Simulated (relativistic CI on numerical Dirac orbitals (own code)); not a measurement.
# What each ingredient does to the levels of K9+

Base calculation: Dirac-Coulomb-Breit CI, KLI orbitals optimised for each configuration, a model potential for QED, unscaled Slater integrals.

Configurations in the expansion (outside the closed core 1s2): 2s2 2p6, 2s2 2p5 3s, 2s2 2p5 3p, 2s2 2p5 3d, 2s 2p6 3s, 2s 2p6 3p, 2s2 2p5 4s, 2s2 2p5 4p, 2s 2p6 3d, 2s2 2p5 4d, 2s2 2p5 4f, 2s2 2p5 5s, 2s2 2p5 5p, 2s2 2p4 3s2, 2s2 2p5 5d, 2s2 2p5 5f, 2s2 2p5 5g, 2s2 2p4 3s 3p, 2s 2p6 4s, 2s2 2p4 3p2, 2s 2p6 4p, 2s2 2p4 3s 3d, 2s 2p6 4d, 2s 2p6 4f, 2s2 2p4 3p 3d, 2s 2p5 3s2, 2s 2p6 5s, 2s2 2p4 3d2, 2s 2p6 5p, 2s 2p5 3s 3p, 2s 2p6 5d, 2s 2p6 5f, 2s 2p6 5g, 2s 2p5 3p2, 2s 2p5 3s 3d, 2s 2p5 3p 3d. Levels of other configurations are missing.

Variants: (1) P86 correlation estimate; (2) only the first 3 configurations; (3) non-relativistic limit. Shifts of the energy above 2s2 2p6 1S_0, in cm⁻¹, for the lowest level and the first level of each name with at least 55 % of one term (blank where a level changes its place among those of its configuration and J or its character, or is not in the variant):

| Level | Base | Δ(1) | Δ(2) | Δ(3) |
| --- | --- | --- | --- | --- |
| 2s2 2p6 1S_0 | 0 | 0 | 0 | 0 |
| 2s2 2p5 3s 3P°_2 | 2391342 | +9987 | +805 | +10876 |
| 2s2 2p5 3s 3P°_1 | 2399186 | +9987 | +995 | +3032 |
| 2s2 2p5 3s 3P°_0 | 2414585 | +9987 | +867 | -12367 |
| 2s2 2p5 3s 1P°_1 | 2422447 | +9986 | +1249 | -4579 |
| 2s2 2p5 3p 3S_1 | 2528001 | +10670 | +5420 | +1164 |
| 2s2 2p5 3p 3D_3 | 2551516 | +10658 | -64 | +4956 |
| 2s2 2p5 3p 3D_2 | 2552063 | +10658 | +25 | +4409 |
| 2s2 2p5 3p 3P_2 | 2565384 | +10658 | -268 |  |
| 2s2 2p5 3p 3P_0 | 2578139 | +10657 | -576 | -6823 |
| 2s2 2p5 3p 3P_1 | 2583509 | +10658 | -157 | -12192 |
| 2s2 2p5 3p 1S_0 | 2672187 | +10648 | +10381 | -2926 |
| 2s2 2p5 3d 3P°_0 | 2751749 | +10182 |  | +4533 |
| 2s2 2p5 3d 3P°_1 | 2754285 | +10182 |  | +1997 |

At this charge energies of transitions that change n are usually good to better than 1 %, and those within a shell (Δn = 0) to a few per cent.

Ionisation energy from the two ground configurations alone: base 501.964 eV; P86 correlation estimate 503.526 eV. The NIST ASD value (semi-empirical) is 503.67 eV.

LS names give the leading component of a level, which can be under half, so a name can repeat, a term be missing and a line seem to break the LS rules.
